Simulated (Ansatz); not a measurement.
Compare A (`[BH2][GeH]([CH3])[CH3]`) with its isomer B (`C[BH][GeH2][CH3]`).

Computed with Ansatz on PBE0-D4/def2-TZVP structures; ΔE is electronic, products minus reactants. CBS: MP2 limit from def2 TZ/QZ plus the TZ coupled-cluster correction, frozen cores. Functionals use def2-TZVPP. B3LYP here is the variant with VWN-RPA as its local correlation; programs differ in this. For Ge outer-core shells are correlated without core-valence functions, which leaves a few kJ/mol of doubt a bond. Scalar relativity is left out up to krypton. Each species was taken in one conformer, which may not be the lowest.

(1) Which isomer does CCSD(T)/CBS put lower? Give the gap. (Best estimate.)

(2) Give E(B) − E(A) in kJ/mol with MP2/def2-TZVPP, PBE-D4, CCSD(T)/def2-TZVPP, B3LYP, CCSD/def2-TZVPP, PBE0-D4, r2SCAN-D4. (Estimate.)

Largest T1 diagnostic: 0.011.

Results:

(1) Ansatz gave: B, by 22.5 kJ/mol.

(2) The calculation gave: MP2/def2-TZVPP -18.6, PBE-D4 -31.9, CCSD(T)/def2-TZVPP -20.3, B3LYP -29.2, CCSD/def2-TZVPP -20.2, PBE0-D4 -29.8, r2SCAN-D4 -30.4. None reverses the order clearly.
